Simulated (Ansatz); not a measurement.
Calculated with Ansatz (gas phase, PBE0-D4/def2-TZVP geometries, no zero-point term in ΔE). CCSD(T)/CBS is the MP2 limit (def2-TZVPP, def2-QZVPP) plus CCSD(T) − MP2 in def2-TZVPP, frozen cores. This one scheme is used for every species. Functionals use def2-TZVPP. B3LYP here is the variant with VWN-RPA as its local correlation; programs differ in this. Each species was taken in one conformer, which may not be the lowest.

Reaction (formal exchange of groups at a C–C bond): `CCCCl` + `N[SiH3]` → `N[SiH2]CCl` + ethane

```csv
level,ΔE (kJ/mol),difference from CCSD(T)/CBS
PBE-D4,-32.6,-2.4
BLYP-D4,-33.3,-3.1
r2SCANh-D4,-32.6,-2.4
r2SCAN0-D4,-32.0,-1.8
ωB97X-V,-29.0,1.2
BLYP,-33.0,-2.8
r2SCAN,-32.8,-2.6
PBE0,-31.2,-1.0
B3LYP,-31.9,-1.7
r2SCAN0,-31.9,-1.7
BHLYP,-30.0,0.2
CAM-B3LYP,-29.8,0.4
LC-ωPBE,-31.4,-1.2
HF/def2-SVP,-21.2,9.0
MP2/def2-TZVPP,-28.7,1.5
SCS-MP2/def2-TZVPP,-27.2,3.0
CCSD(T)/CBS,-30.2,0
```

Largest T1 diagnostic among the species: 0.010.

From BLYP to BHLYP (50 % exact exchange), in def2-TZVPP and without D4, ΔE moves by +3.1 kJ/mol. At CCSD(T), def2-SVP lies +14.9 kJ/mol from the extrapolated value and def2-TZVPP +2.0 kJ/mol.
